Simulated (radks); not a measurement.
Q: Radial electron density D(r) = 4 pi r^2 rho(r) of an atom or ion with 24 electrons. Method: non-relativistic Kohn-Sham, revPBE, spin-polarised, spherical densities, point nucleus; computed with a radial shooting solver on a logarithmic mesh with Libxc functionals.

| r (bohr) | D(r) (e/bohr) | spin D(r) |
|---|---|---|
| 0.005747 | 4.072 | -0.000258 |
| 0.006637 | 5.176 | -0.000306 |
| 0.007665 | 6.532 | -0.000348 |
| 0.008781 | 8.072 | -0.000367 |
| 0.01014 | 10.01 | -0.000341 |
| 0.01171 | 12.26 | -0.000221 |
| 0.01342 | 14.69 | 0.0000488 |
| 0.0155 | 17.52 | 0.000621 |
| 0.0179 | 20.55 | 0.00168 |
| 0.0205 | 23.47 | 0.00342 |
| 0.02368 | 26.44 | 0.00647 |
| 0.02735 | 29.06 | 0.0114 |
| 0.03133 | 30.98 | 0.0188 |
| 0.03618 | 32.17 | 0.0305 |
| 0.04179 | 32.36 | 0.0480 |
| 0.04788 | 31.59 | 0.0716 |
| 0.05529 | 29.96 | 0.106 |
| 0.06386 | 27.93 | 0.152 |
| 0.07316 | 26.22 | 0.206 |
| 0.08449 | 25.31 | 0.275 |
| 0.09758 | 25.84 | 0.352 |
| 0.1118 | 27.78 | 0.428 |
| 0.1291 | 30.93 | 0.505 |
| 0.1491 | 34.19 | 0.577 |
| 0.1708 | 36.13 | 0.647 |
| 0.1973 | 35.88 | 0.751 |
| 0.2278 | 32.80 | 0.936 |
| 0.261 | 27.84 | 1.25 |
| 0.3015 | 21.89 | 1.80 |
| 0.3482 | 17.06 | 2.61 |
| 0.3989 | 14.74 | 3.58 |
| 0.4606 | 14.78 | 4.68 |
| 0.532 | 16.29 | 5.60 |
| 0.6095 | 17.55 | 6.09 |
| 0.7039 | 17.39 | 6.03 |
| 0.8129 | 15.34 | 5.39 |
| 0.9314 | 12.15 | 4.41 |
| 1.076 | 8.411 | 3.21 |
| 1.242 | 5.150 | 2.11 |
| 1.423 | 2.908 | 1.28 |
| 1.644 | 1.434 | 0.690 |
| 1.898 | 0.6636 | 0.361 |
| 2.175 | 0.3398 | 0.223 |
| 2.511 | 0.2268 | 0.189 |
| 2.9 | 0.2316 | 0.221 |
| 3.323 | 0.2700 | 0.267 |
| 3.838 | 0.2948 | 0.294 |
| 4.432 | 0.2709 | 0.271 |
| 5.078 | 0.2039 | 0.204 |
| 5.864 | 0.1209 | 0.121 |
| 6.773 | 0.05710 | 0.0571 |
| 7.759 | 0.02231 | 0.0223 |
| 8.961 | 0.006079 | 0.00608 |
| 10.35 | 0.001127 | 0.00113 |
| 11.86 | 0.0001536 | 0.000154 |

What is the nuclear charge?

A: Z = 27. The innermost maximum, from 1s, lies near 1/Z = 0.037 bohr (found: 0.0398), and its height grows with Z. The density is that of the cobalt ion Co3+ in [Ne] 3s2 3p5 3d6 4f1; the configuration itself is not fixed sharply by these data, and Z only to about a unit. D(r) has 4 maxima, at r = 0.0398, 0.181, 0.650, 3.87 bohr, and minima at 0.0865, 0.425, 2.66 bohr, inside which lie 2.12, 10.81, 23.11 electrons.
